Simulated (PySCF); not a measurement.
Method: r2SCAN-D4/def2-TZVP run with PySCF. All species are isolated molecules in the gas phase. One relaxed conformer stands for a flexible species; it need not be the lowest. Excitations are Tamm–Dancoff values on a coarser integration grid. The basis has no diffuse functions, so Rydberg states are missing or too high.

Reference species (SMILES): `CC(O)=S` (S–C–O–H torsion 0°) (neutral, multiplicity 1).

The T1 excitation (TDA) is 3.18 eV and the brightest of the four lowest singlets (TDA) comes out as 6.84 eV.

Changed species: `O/C=C/S` (H–O–C–C torsion -180°, C–C–S–H torsion 0°).

Question: What does the change do to the T1 excitation (TDA) and brightest of the four lowest singlets (TDA)?

Answer: the T1 excitation (TDA) increases by 0.38 eV, to 3.56 eV; the brightest of the four lowest singlets (TDA) drops by 0.75 eV, to 6.09 eV.
